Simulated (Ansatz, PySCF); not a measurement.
Reaction (SMILES): F[SiH2][SiH2]F -> F[SiH-][SiH2]F + H+
Each molecule is optimised on its own at B3LYP-D3(BJ)/def2-TZVP (Ansatz, a first-principles code), one conformer each, not searched for the lowest.
Geometry of the first species:
```xyz
8

F     -1.7497    -1.3887    -0.3927
Si    -1.1767     0.0620     0.0216
Si     1.1767    -0.0620    -0.0216
F      1.7497     1.3887     0.3927
H     -1.6864     0.3874     1.3731
H     -1.6940     1.0534    -0.9488
H      1.6940    -1.0534     0.9488
H      1.6864    -0.3874    -1.3731
```

Quantity: gas-phase deprotonation energy (0 K, with B3LYP-D3(BJ) harmonic zero-point energies from PySCF), in kcal/mol. Cores are frozen in the correlated levels unless marked. No spin-orbit coupling. No relativistic terms. Anions need diffuse functions: aug- sets have them; def2-D sets add few; the other sets have none. Basis-set limits of correlation are two-point, X^-3; Hartree-Fock from the larger set.

Level to compare with: CCSD(T)/CBS(aug-cc-pV(T+d)Z,aug-cc-pV(Q+d)Z) (Ansatz), 357.9 kcal/mol. It is a level with limits of its own, and the differences hold the functionals' basis error too.

Q: Rank these functionals by how close they come to CCSD(T)/CBS(aug-cc-pV(T+d)Z,aug-cc-pV(Q+d)Z), closest first: PBE/def2-TZVPD (Ansatz); B3LYP/def2-TZVPD (Ansatz); revPBE/def2-TZVPD (Ansatz).

A: B3LYP/def2-TZVPD (global hybrid, 355.7 kcal/mol, difference -2.2), revPBE/def2-TZVPD (GGA, 352.7 kcal/mol, difference -5.2), PBE/def2-TZVPD (GGA, 350.0 kcal/mol, difference -7.9)
